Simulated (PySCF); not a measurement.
## Simulated absorption spectrum

Compound: C₆H₁₄N₂Si₂.
SMILES: `C#CC(=C)N([SiH3])[SiH2]N(C)C`

Computed with PySCF, TDDFT wB97X-D/def2-SVPD, vertical, gas phase, core orbitals frozen in the response. Isolated species at its PBE0-D3(BJ)/def2-SVP geometry (one conformer only). Torsions of this conformer, `[CH:1]#[C:2][C:3](=[CH2:4])[N:5]([SiH3:6])[SiH2:7][N:8]([CH3:9])[CH3:10]`: C2–C3–N5–Si6 -21°, C3–N5–Si7–N8 -50°, N5–Si7–N8–C9 113°.

Computed states:

```csv
state,E (eV),f
S1,5.16,0.177
S2,5.56,0.027
S3,5.70,0.0039
S4,5.87,0.0021
S5,6.21,0.0048
S6,6.25,0.055
S7,6.39,0.010
S8,6.66,0.037
S9,6.82,0.025
S10,6.90,0.0089
```

Broadening: Gaussians 0.25 eV wide at half height, area fixed by f = 4.319×10⁻⁹ ∫ε dν̃. The width is an assumption, not a result. The curve ends short of the highest state used, and states not computed would add to its high-energy end.

Question: What does the envelope look like, and where are its maxima?

Answer: 
(E (eV), ε (L mol⁻¹ cm⁻¹)): (4.79, 39), (4.85, 245), (4.92, 1379), (4.99, 5033), (5.05, 10798), (5.12, 17571), (5.18, 18875), (5.25, 13738), (5.31, 7548), (5.38, 3088), (5.44, 2208), (5.51, 2779), (5.58, 3069), (5.64, 2539), (5.71, 1546), (5.77, 893), (5.84, 492), (5.90, 340), (5.97, 374), (6.03, 850), (6.10, 2430), (6.17, 4952), (6.23, 6634), (6.30, 6523)

Maxima: 240 nm (5.16 eV), ε about 19000, made up of S1 (100%); 223 nm (5.57 eV), ε about 3100, made up of S2 (94%); 198 nm (6.26 eV), ε about 6900, made up of S6 (85%) (ε in L mol⁻¹ cm⁻¹; maxima over ε = 5, shares over 10%).

Question: What would ε be at 5.16 eV, the highest of these maxima, with half the width (0.125 eV)?

Answer: About 38100 L mol⁻¹ cm⁻¹ against 19100, a factor of about 2.00; a lone state at its own centre would give exactly 2.

Question: Coming from long wavelengths, where does ε first pass 100 L mol⁻¹ cm⁻¹?

Answer: At about 257 nm (4.82 eV), 0.34 eV below S1.

Question: On this curve, what absorbance would a 10⁻⁵ mol/L sample give at 248 nm over a 1 cm path?

Answer: 248 nm is 4.999 eV, where ε is about 5800 L mol⁻¹ cm⁻¹, so A = ε c l ≈ 0.058 (Beer–Lambert, with the gas-phase spectrum and the assumed width).

All these states lie below the vertical ionisation energy of 8.05 eV (ΔSCF).

The run took 9.1 min wall on one thread, Arm Neoverse V1 (aarch64), no GPU, on a shared host, and the process peaked at 1.6 GiB of memory.
